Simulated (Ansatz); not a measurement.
The same redistribution along the group Ti, Zr, Hf.

Computed with Ansatz on PBE0-D4/def2-TZVP structures; ΔE is electronic, products minus reactants. CCSD(T)/CBS adds triple-zeta CCSD(T) − MP2 to the extrapolated MP2 energy (def2 sets, frozen cores). DFT in def2-TZVPP. Elements past krypton have def2 core potentials. For Ga, Hf, Ti, Zr outer-core shells are correlated without core-valence functions, which leaves a few kJ/mol of doubt a bond. Scalar relativity is left out up to krypton. Each species was taken in one conformer, which may not be the lowest.

| reaction | CCSD(T)/def2-SVP (eV) | B97M-V (eV) | CCSD/CBS(def2) (eV) | CCSD(T)/CBS(def2) (eV) |
| --- | --- | --- | --- | --- |
| `C#[C][Ti]([Cl])([Cl])[Cl]` + `[SH][Ga]([Cl])[Cl]` → `[SH][Ti]([Cl])([Cl])[Cl]` + `C#[C][Ga]([Cl])[Cl]` | -0.08 | -0.10 | -0.12 | -0.17 |
| `C#[C][Zr]([Cl])([Cl])[Cl]` + `[SH][Ga]([Cl])[Cl]` → `[SH][Zr]([Cl])([Cl])[Cl]` + `C#[C][Ga]([Cl])[Cl]` | -0.07 | -0.05 | -0.12 | -0.13 |
| `C#[C][Hf]([Cl])([Cl])[Cl]` + `[SH][Ga]([Cl])[Cl]` → `[SH][Hf]([Cl])([Cl])[Cl]` + `C#[C][Ga]([Cl])[Cl]` | -0.03 | 0.00 | -0.06 | -0.07 |

Largest T1 diagnostic: 0.026, for `[SH][Ti]([Cl])([Cl])[Cl]`, so its coupled-cluster energy is less sure.
